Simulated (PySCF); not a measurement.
Two species compared at the same levels of theory.

First species: C₄H₇NSi.
SMILES: `N#CC1([SiH3])CC1`

Second species: C6H9N3.
SMILES: `CCC1=NN=NC(C)=C1`

Levels: PBE0/def2-SVPD for dipole moment, HOMO energy, LUMO energy, HOMO–LUMO gap, static isotropic polarisability and electronic spatial extent ⟨r²⟩ about the centre of nuclear charge; TDDFT PBE0/def2-SVPD for lowest singlet excitation; TDA PBE0/def2-SVPD for lowest triplet excitation (Tamm–Dancoff); GFN2-xTB for rotational constant A and rotational constant C. Geometries: GFN2-xTB. Each structure is a single optimised conformer of the isolated species, non-relativistic unless stated. Electronic properties by PySCF.

Dipoles, sizes and rotational constants follow the conformer. The torsions of the flexible species, by atom-mapped SMILES:
- `[CH3:1][CH2:2][c:3]1[cH:4][c:5]([CH3:6])[n:7][n:8][n:9]1`: C1–C2–C3–C4 -85°

Which of the two has the higher T1 energy, and by how much?

The first: 6.11 eV against 2.47 eV, a difference of 3.64 eV.

Which has the higher rotational constant A?

The first: 3.603 GHz against 3.272 GHz, a difference of 0.331 GHz.

Which of the two has the higher HOMO–LUMO gap, and by how much?

The first: 8.61 eV against 5.09 eV, a difference of 3.52 eV.

Which has the higher S1 energy?

The first: 7.09 eV against 3.38 eV, a difference of 3.71 eV.

Which has the higher rotational constant C?

The first: 1.768 GHz against 0.942 GHz, a difference of 0.826 GHz.

Which has the higher static isotropic polarisability?

The second: 90.0 au against 74.6 au, a difference of 15.4 au.

Which of the two has the higher LUMO energy, and by how much?

The first: 0.04 eV against -1.66 eV, a difference of 1.70 eV.

Which of the two has the higher dipole moment, and by how much?

The second: 5.35 D against 4.30 D, a difference of 1.05 D.

On the first: The polarisability is 11.05 Å³ as a volume (1 au = 0.148185 Å³), or 1.43 au for each of the 52 electrons.

On the second: The vertical singlet–triplet gap S1 − T1 is 0.91 eV (TDDFT singlet less Tamm–Dancoff triplet; S1: HOMO→LUMO, weight 0.99; T1: HOMO→LUMO, weight 0.94). In atomic units the dipole is 2.10 e·bohr (1 au = 2.5417 D).
